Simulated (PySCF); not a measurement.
F3S, SMILES F[S+](F)F, charge +1. The structure is a stationary point at B3LYP-D3(BJ)/def2-TZVP. The isomer is the one that the SMILES or the coordinates give; other isomers of the formula were not compared.

Question: Give the equilibrium geometry at B3LYP-D3(BJ)/def2-TZVP (PySCF confirms it by a frequency run) as a Z-matrix, and its point group. (Estimate from the structure and the level; the computed values follow.)

Answer: point group C3v.
```
S
F 1 1.5137
F 1 1.5137 2 99.66
F 1 1.5137 2 99.66 3 101.63
```
Charge +1, spin multiplicity 1.
